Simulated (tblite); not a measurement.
Record of a relaxation.

Compound: C7H9P.
Bonds: C1–C2 (double), C2–C3, C3–P4, P4–C5, C5–C6 (double), C6–C7, C7–C8, C3–C7 (double). Hydrogens: H9, H10 on C1; H11 on C2; H12 on P4; H13 on C5; H14 on C6; H15, H16, H17 on C8.

Computed with GFN2-xTB (tblite), gas phase: L-BFGS steps from a force-field or distance-geometry start until the largest atomic force falls under 0.01 eV/Å. 5 of its 63 geometries are shown.

Step 0: E = -599.2147 eV, largest atomic force 1.122 eV/Å
```
atom  x, y, z in Å  |  force x, y, z in eV/Å
C1     -2.457   -1.560   -0.293   -0.111   0.424  -0.051
C2     -1.707   -0.452   -0.253    0.327  -0.576   0.245
C3     -0.281   -0.393    0.059   -0.313  -0.892  -0.458
P4      0.753   -1.914    0.385    0.148   0.656   0.484
C5      2.242   -0.826    0.598   -0.861  -0.331  -0.639
C6      1.885    0.457    0.427    0.193   0.104   0.080
C7      0.489    0.714    0.128    0.608   0.579   0.136
C8      0.096    2.146   -0.054   -0.645   0.168  -0.076
H9     -3.518   -1.481   -0.527    0.353  -0.098   0.067
H10    -2.087   -2.554   -0.097    0.151   0.130   0.006
H11    -2.201    0.487   -0.450    0.104   0.159  -0.029
H12     0.953   -2.316   -0.949    0.068   0.301   0.085
H13     3.246   -1.153    0.816   -0.193  -0.172   0.010
H14     2.605    1.271    0.503   -0.293  -0.103   0.037
H15     0.636    2.591   -0.895    0.026  -0.108   0.161
H16    -0.978    2.268   -0.253    0.325  -0.142   0.034
H17     0.316    2.726    0.846    0.114  -0.098  -0.092
```

Step 16: E = -599.3571 eV, largest atomic force 0.123 eV/Å
```
atom  x, y, z in Å  |  force x, y, z in eV/Å
C1     -2.412   -1.541   -0.288    0.004  -0.038   0.009
C2     -1.677   -0.433   -0.262   -0.035  -0.008  -0.059
C3     -0.266   -0.391    0.021   -0.008   0.037   0.019
P4      0.707   -1.882    0.430    0.047   0.108   0.035
C5      2.187   -0.850    0.547   -0.013  -0.027  -0.019
C6      1.882    0.456    0.435    0.026  -0.039  -0.049
C7      0.501    0.733    0.131    0.011  -0.026   0.006
C8      0.065    2.149   -0.055    0.013   0.002   0.021
H9     -3.466   -1.520   -0.500    0.007  -0.008  -0.014
H10    -1.975   -2.507   -0.088    0.028  -0.019   0.028
H11    -2.151    0.516   -0.476   -0.017   0.027   0.003
H12     0.932   -2.276   -0.890   -0.022  -0.030  -0.040
H13     3.164   -1.256    0.758   -0.067   0.055   0.011
H14     2.593    1.264    0.526    0.021  -0.051   0.020
H15     0.609    2.597   -0.888    0.017  -0.003   0.014
H16    -0.998    2.236   -0.254   -0.017  -0.022   0.004
H17     0.297    2.720    0.843    0.007   0.042   0.009
```

Step 31: E = -599.3633 eV, largest atomic force 0.027 eV/Å
```
atom  x, y, z in Å  |  force x, y, z in eV/Å
C1     -2.389   -1.553   -0.284   -0.003  -0.003  -0.017
C2     -1.681   -0.428   -0.276   -0.011  -0.002   0.006
C3     -0.272   -0.369    0.020   -0.008  -0.010   0.004
P4      0.688   -1.866    0.430   -0.011  -0.004   0.024
C5      2.177   -0.857    0.529   -0.004  -0.010  -0.002
C6      1.885    0.453    0.426    0.001  -0.006  -0.007
C7      0.506    0.747    0.131   -0.011  -0.010  -0.004
C8      0.071    2.164   -0.046   -0.001   0.011   0.004
H9     -3.440   -1.565   -0.515    0.000  -0.006   0.007
H10    -1.929   -2.503   -0.054    0.002   0.014   0.005
H11    -2.169    0.511   -0.505    0.002  -0.004  -0.019
H12     0.872   -2.298   -0.886    0.010   0.008  -0.001
H13     3.145   -1.268    0.759    0.011   0.015  -0.014
H14     2.612    1.245    0.530    0.003   0.007   0.001
H15     0.613    2.617   -0.877    0.012   0.000   0.000
H16    -0.993    2.243   -0.243   -0.006  -0.002  -0.003
H17     0.298    2.739    0.852    0.016   0.002   0.015
```

Step 46: E = -599.3641 eV, largest atomic force 0.011 eV/Å
```
atom  x, y, z in Å  |  force x, y, z in eV/Å
C1     -2.389   -1.558   -0.284    0.002   0.003   0.000
C2     -1.685   -0.430   -0.283    0.004   0.000  -0.002
C3     -0.278   -0.368    0.023   -0.001  -0.005   0.006
P4      0.682   -1.863    0.438   -0.002  -0.003   0.002
C5      2.174   -0.856    0.526    0.000   0.000  -0.006
C6      1.882    0.453    0.423   -0.003   0.001  -0.001
C7      0.501    0.748    0.134   -0.002  -0.003  -0.006
C8      0.075    2.168   -0.039    0.002  -0.003  -0.001
H9     -3.438   -1.581   -0.524    0.005   0.003   0.001
H10    -1.924   -2.501   -0.036   -0.005   0.004   0.004
H11    -2.171    0.505   -0.533    0.003  -0.002  -0.004
H12     0.866   -2.297   -0.878    0.003  -0.003  -0.001
H13     3.146   -1.264    0.745    0.002   0.000   0.002
H14     2.609    1.246    0.519    0.000  -0.001   0.002
H15     0.624    2.619   -0.867   -0.005   0.009   0.004
H16    -0.989    2.256   -0.238    0.007  -0.002   0.006
H17     0.309    2.736    0.862   -0.007   0.002  -0.005
```

Step 62: E = -599.3645 eV, largest atomic force 0.008 eV/Å
```
atom  x, y, z in Å  |  force x, y, z in eV/Å
C1     -2.392   -1.554   -0.278   -0.001   0.001   0.002
C2     -1.679   -0.431   -0.295    0.004   0.000  -0.001
C3     -0.275   -0.369    0.020    0.003   0.003   0.001
P4      0.685   -1.863    0.440   -0.002  -0.003  -0.004
C5      2.177   -0.856    0.521    0.002  -0.001  -0.003
C6      1.885    0.454    0.417   -0.005   0.000   0.002
C7      0.503    0.747    0.130    0.000   0.007  -0.002
C8      0.070    2.167   -0.031   -0.001   0.002   0.000
H9     -3.437   -1.574   -0.532   -0.006   0.003   0.004
H10    -1.939   -2.493    0.001    0.006  -0.004   0.001
H11    -2.156    0.501   -0.573    0.000   0.001  -0.005
H12     0.868   -2.308   -0.872   -0.001   0.000  -0.002
H13     3.149   -1.264    0.738    0.006  -0.002   0.005
H14     2.613    1.246    0.511   -0.008   0.000   0.000
H15     0.616    2.631   -0.854    0.003  -0.006   0.003
H16    -0.994    2.251   -0.229    0.003  -0.002   0.003
H17     0.299    2.727    0.876   -0.002   0.000  -0.003
```

Q: Summarise the path.

A: The energy falls by 14.45 kJ/mol from step 0 to step 62; nine tenths of that is first reached at step 11. It falls at every step. The largest force goes from 1.122 to 0.008 eV/Å. Among the bonds P4–C5 changes most, from 1.857 to 1.801 Å; the atoms move by 0.094 Å rms after alignment.

Q: Follow the three bonds and two angles with the largest change from start to end.

A: 
```
step  E above end (kJ/mol)  largest force (eV/Å)  P4–C5 (Å)  C3–P4 (Å)  C2–C3 (Å)  C2–C1–H10 (°)  P4–C5–H13 (°)
   0                 14.45                 1.122      1.857      1.868      1.461          124.4          126.3
   3                  5.25                 0.365      1.799      1.831      1.453          122.9          126.6
   5                  3.17                 0.214      1.802      1.829      1.446          122.6          125.0
   8                  2.06                 0.187      1.810      1.830      1.440          122.6          123.3
  11                  1.44                 0.153      1.800      1.824      1.441          122.3          122.9
  13                  1.06                 0.094      1.802      1.824      1.440          121.8          122.6
  16                  0.72                 0.123      1.808      1.827      1.440          121.2          122.6
  19                  0.44                 0.057      1.803      1.827      1.442          120.8          123.0
  22                  0.32                 0.045      1.802      1.825      1.441          120.8          123.1
  24                  0.27                 0.033      1.803      1.825      1.441          120.9          123.2
  27                  0.20                 0.043      1.802      1.825      1.441          121.1          123.0
  30                  0.13                 0.029      1.801      1.825      1.441          121.1          122.8
  32                  0.11                 0.027      1.802      1.824      1.440          121.0          122.8
  35                  0.08                 0.020      1.802      1.824      1.440          120.8          123.0
  38                  0.06                 0.019      1.801      1.825      1.441          120.8          123.1
  40                  0.05                 0.011      1.802      1.825      1.441          120.9          123.1
  43                  0.04                 0.013      1.802      1.825      1.441          120.9          123.1
  46                  0.04                 0.011      1.802      1.825      1.441          120.8          123.0
  49                  0.03                 0.012      1.802      1.825      1.441          120.8          123.0
  51                  0.03                 0.011      1.802      1.825      1.441          120.9          123.0
  54                  0.02                 0.017      1.801      1.825      1.441          120.9          123.0
  57                  0.01                 0.016      1.801      1.825      1.441          120.9          123.1
  59                  0.00                 0.015      1.801      1.824      1.441          120.9          123.1
  62                  0.00                 0.008      1.801      1.824      1.441          120.9          123.0
```
